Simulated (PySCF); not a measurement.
CuH, SMILES [CuH] (connectivity only; charge and spin as stated), charge +1, multiplicity 2. Atoms are numbered in the order given.

```xyz
2

Cu     0.0000     0.0000    -0.0496
H      0.0000     0.0000     1.4393
```
Charge +1, spin multiplicity 2.

The structure is a stationary point at r2SCAN-D4/def2-TZVPD. The multiplicity is an assumed one; other spin states were not compared.

Level of theory: PBE/def2-TZVPD (PySCF).

Gas-phase values at a fixed geometry.

Question: Estimate the frontier levels, dipole moment and polarisability. (The exact figures need the calculation; the answer reports its results.)

Answer: 
| Item | Result |
|---|---|
| α spin, highest occupied and lowest empty level | -14.92 and -10.29 eV |
| β spin, highest occupied and lowest empty level | -15.21 and -13.70 eV |
| dipole moment about the centre of nuclear charge | 0.67 D |
| mean static polarisability | 14.2 bohr³ (2.10 Å³) |
| polarisability, principal values | 11.7, 11.7, 19.0 bohr³ |
| ⟨S²⟩ | 0.753 (pure state 0.75) |
